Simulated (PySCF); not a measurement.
The dipole of `C(P(CCC)CO)C` from its density and from atomic charges.

Coordinates (GFN2-xTB, Å) and charges (e) from the PBE0/pcSseg-1 density (PySCF):

```tsv
atom	x	y	z	Mulliken	IAO	Hirshfeld	ESP-fitted
C1	3.373	-0.002	0.323	-0.2579	-0.4146	-0.1168	-0.4744
C2	1.922	-0.203	0.744	-0.2615	-0.2435	-0.0696	+0.1106
C3	0.969	0.519	-0.203	-0.4526	-0.4297	-0.1141	+0.1120
P4	-0.809	0.395	0.332	+0.2684	+0.4353	+0.1305	-0.4979
C5	-1.222	-1.271	-0.402	-0.4861	-0.4287	-0.1094	+0.2145
C6	-2.690	-1.636	-0.214	-0.2601	-0.4144	-0.1208	-0.3092
C7	-1.505	1.469	-1.044	-0.0969	-0.2178	-0.0455	+0.1958
O8	-1.115	2.810	-0.875	-0.4545	-0.5409	-0.2276	-0.6653
H9	3.629	1.055	0.339	+0.1094	+0.1374	+0.0397	+0.1078
H10	3.531	-0.378	-0.686	+0.1066	+0.1356	+0.0380	+0.1019
H11	4.045	-0.530	0.995	+0.1146	+0.1400	+0.0401	+0.1259
H12	1.778	0.177	1.759	+0.1270	+0.1346	+0.0326	+0.0213
H13	1.692	-1.271	0.756	+0.1201	+0.1249	+0.0329	+0.0204
H14	1.209	1.586	-0.224	+0.1535	+0.1496	+0.0350	+0.0765
H15	1.072	0.130	-1.222	+0.1306	+0.1242	+0.0334	+0.0070
H16	-0.954	-1.280	-1.464	+0.1350	+0.1284	+0.0347	-0.0243
H17	-0.598	-2.006	0.113	+0.1542	+0.1438	+0.0390	+0.0305
H18	-2.955	-1.605	0.840	+0.1216	+0.1442	+0.0373	+0.1107
H19	-3.335	-0.943	-0.749	+0.1128	+0.1348	+0.0372	+0.0870
H20	-2.883	-2.639	-0.590	+0.1219	+0.1442	+0.0422	+0.0565
H21	-1.108	1.153	-2.013	+0.1320	+0.1413	+0.0403	+0.0896
H22	-2.600	1.377	-1.064	+0.1307	+0.1231	+0.0306	+0.0520
H23	-1.450	3.123	-0.027	+0.2313	+0.3482	+0.1605	+0.4511
```

**Question.** Compute μ = Σ q r for each scheme (1 e·Å = 4.803 D) and compare with the dipole of the full density.

**Answer.** The full density gives (-0.37, -1.22, -0.01) D, 1.28 D in size; dipole vectors point from the negative to the positive end.

```
    scheme     μx     μy    μz  size (D)  share of the full size (%)  angle to the full dipole (°)
  Mulliken  -1.06  -1.72  0.99      2.25                         176                            30
       IAO  -1.15  -1.21  2.19      2.75                         215                            58
 Hirshfeld  -0.48  -0.35  0.81      1.00                          78                            62
ESP-fitted  -0.43  -1.23  0.02      1.30                         102                             3
```

**Question.** Which set comes closest?

**Answer.** Length of the difference vector: ESP-fitted 0.06 D, Hirshfeld 1.21 D, Mulliken 1.31 D, IAO 2.33 D. Closest: ESP-fitted. ESP charges are fitted to the potential around the molecule, whose slowest-falling term is the dipole's. 

**Question.** What is left for the Hirshfeld atoms' own dipoles?

**Answer.** The shares of the density sum to the whole, so what Σ q r misses lies in dipoles about the nuclei. The atomic dipoles sum to (-0.37, -1.22, -0.01) − (-0.48, -0.35, 0.81) = (0.11, -0.87, -0.82) D, 1.21 D in size.

**Question.** With the origin at the mean of the coordinates, (0.000, 0.001, -0.199) Å, which are the largest single terms, by size, of the Hirshfeld dipole along the direction of the full one?

**Answer.** O8 +2.57, H23 -1.98, C6 -1.36, C5 -0.83, H20 +0.68 D; all 23 atoms together +0.47 D. The single terms depend on the origin, their sum doesn't.

**Question.** Give the size of the full dipole in other units.

**Answer.** 1.28 D = 0.503 au = 0.266 e·Å = 4.27 × 10⁻³⁰ C·m.

Isolated species at its GFN2-xTB geometry (one conformer only).

These values come from a run that also computed NMR shieldings. On an x86-64 server with one thread, shared host, this took 76 s wall.
